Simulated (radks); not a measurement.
Task: All-electron atom: Rb26+ in [He] 2s2 2p4 3s1 4f2 (not the ground configuration). Calculated with a radial shooting solver on a logarithmic mesh with Libxc functionals: Dirac Kohn-Sham, PBEsol, spin-unpolarised, spherical densities, finite nucleus; open shells fill j = l - 1/2 first; Fermi nuclear charge, rms radius 4.2036 fm. Some entries of the table are withheld. Estimate them.

orbital,occ.,eigenvalue (eV),<r> (bohr),r(max) (bohr)
1s1/2,2,(1),0.04023,0.02628
2s1/2,2,(2),0.1712,0.1466
2p1/2,2,-3258.016,0.1456,0.1141
2p3/2,2,-3191.309,0.1493,0.1173
3s1/2,1,-1333.893,0.4150,0.3939
3p1/2,0,(3),0.3956,0.3721
3p3/2,0,(4),0.4011,0.3778
3d3/2,0,-1198.247,0.3485,0.2947
3d5/2,0,-1194.112,0.3502,0.2963
4s1/2,0,-700.3085,0.7727,(5)
4f5/2,2,-623.8287,0.6379,(6)
4f7/2,0,-623.1957,0.6389,(7)
5f5/2,0,-391.2377,1.139,1.181
5f7/2,0,-390.9209,1.140,1.183

Result: 
(1) 1s1/2 eigenvalue (eV): -16613.41
(2) 2s1/2 eigenvalue (eV): -3403.326
(3) 3p1/2 eigenvalue (eV): -1283.410
(4) 3p3/2 eigenvalue (eV): -1266.735
(5) 4s1/2 r(max) (bohr): 0.7804
(6) 4f5/2 r(max) (bohr): 0.5644
(7) 4f7/2 r(max) (bohr): 0.5653
